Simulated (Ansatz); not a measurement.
Ansatz (a first-principles code) input (PBE0/def2-SVP):

Ansatz 0.2 input:
```yaml
crystal:
  periodic: [false, false, false]
  atoms:
    - {symbol: Sb, position_ang: [-0.00000000, -0.00000000, -1.24397196]}
    - {symbol: Sb, position_ang: [0.00000000, 0.00000000, 1.24397196]}
basis:
  gaussian:
    orbitals: def2-SVP
hamiltonian:
  xc: {name: PBE0}
```

End of the output:

```
integrals: 0.01 GiB planned
670 factors; integrals over basis functions are off by at most 1.9e-4 eV
mean field: 0.16 GiB planned
mean field evaluation 1: about -13075.8050 eV, gradient 5.2e0 eV
mean field evaluation 2: about -13075.8520 eV, gradient 4.3e0 eV
mean field evaluation 4: about -13075.9139 eV, gradient 1.2e-1 eV
mean field evaluation 8: about -13075.9437 eV, gradient 3.6e-3 eV
mean field -13075.94374970 eV, -480.5320696085 hartree, gradient 1.2e-5 eV, S^2 0.000000; 0 other end points of the search recorded, 0 dependent functions left out
reference -13075.94376642 eV, -480.5320702230 hartree; 23, 23 occupied and 29, 29 virtual orbitals, 670 factors
Total energy: -13075.94376642 eV, -480.5320702230 hartree
```
